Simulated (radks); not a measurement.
Results of a calculation; reference values are marked as such.
In+, 48 electrons, occupied as [Kr] 4d9 5s1.5 5p1.5 (fractional occupations, a model configuration). Level of theory: Dirac Kohn-Sham, PBEsol, spin-unpolarised, spherical densities, finite nucleus; open shells are shared between the two j in proportion to 2j + 1; Fermi nuclear charge, rms radius 4.6156 fm (a radial shooting solver on a logarithmic mesh with Libxc functionals).

Normalised radial functions P(r) = r R(r) (large component), r in bohr:

r,4p1/2,5p3/2
0.002456,0.0075,0.0010
0.003783,0.0141,0.0023
0.005874,0.0274,0.0052
0.009048,0.0532,0.0114
0.01405,0.1027,0.0238
0.02164,0.1864,0.0461
0.0336,0.3094,0.0805
0.05176,0.4235,0.1157
0.08036,0.3945,0.1149
0.1238,0.0487,0.0254
0.1922,-0.5138,-0.1345
0.2961,-0.5885,-0.1658
0.4597,0.3024,0.0843
0.7081,1.1658,0.2949
1.099,0.9310,0.0311
1.693,0.2959,-0.4609
2.629,0.0326,-0.6502
4.05,0.0009,-0.4062
6.289,0.0000,-0.1080
9.687,0.0000,-0.0094

4p1/2: eigenvalue -97.673 eV, 2 radial nodes at r = 0.129, 0.409 bohr, <r> = 0.895 bohr, 90 % of the charge inside 1.32 bohr. 5p3/2: eigenvalue -10.339 eV, 3 radial nodes at r = 0.133, 0.410, 1.13 bohr, <r> = 2.94 bohr, 90 % of the charge inside 4.38 bohr.
